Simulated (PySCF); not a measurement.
C4H4F2, SMILES C1CC(F)(F)C=1. Geometry: PBE-D3(BJ)/def2-SVP.

Computed with PBE-D3(BJ)/def2-SVP run with PySCF.

Harmonic wavenumbers (cm⁻¹): 185, 317, 447, 466, 470, 688, 730, 847, 898, 928, 950, 1022, 1037, 1086, 1163, 1179, 1236, 1302, 1393, 1600, 2991, 3058, 3132, 3164. Rotational constants (GHz): 5.905, 3.371, 3.179; symmetry number 1.

Work out the zero-point energy and the ideal-gas rigid-rotor harmonic-oscillator thermochemistry at 298.15 K and 1 atm.

ZPE = ½ Σ hcν = ½ × 30290 cm⁻¹ = 181.18 kJ/mol. H − E(el) = 197.25 kJ/mol. Entropy in J/(mol K): translation 164.88, rotation 108.92, vibration 31.19, total 304.99. G − E(el) = 106.32 kJ/mol. Cp = 87.80 J/(mol K).
